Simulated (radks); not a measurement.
Values are calculated unless marked as measured or tabulated.
Task: The table gives one normalised radial function P(r) = r R(r) of Pt37+ in [Kr] 4d5 (r in bohr). Level of theory: non-relativistic Kohn-Sham, PBE, spin-polarised, spherical densities, point nucleus; open shells are filled with parallel spins first (spin-orbit coupling, left out, can overturn this in heavy ions); relativity is left out, which matters for an element this heavy (a radial shooting solver on a logarithmic mesh with Libxc functionals).

r         P
0.002327   0.0139
0.003417   0.0287
0.005056   0.0589
0.007423   0.1155
0.0109     0.2164
0.01613    0.3825
0.02368    0.5986
0.03477    0.7810
0.05145    0.7064
0.07554    0.1204
0.1109    -0.8121
0.1641    -1.0685
0.241      0.2489
0.3538     1.7558
0.5236     1.4119
0.7686     0.3541
1.128      0.0213
1.67       0.0002

Which n and l does it have? It may be an empty orbital.

Result: n = 4, l = 1: the number of nodes gives n - l - 1 = 2, the rise at small r (about r^(l+1)) gives l, and the extent must fit the shell. The curve is that of 4p down; the table hardly tells the two spins apart. 4p down: eigenvalue -1823.8 eV, 2 radial nodes at r = 0.0796, 0.229 bohr, <r> = 0.410 bohr, 90 % of the charge inside 0.583 bohr.
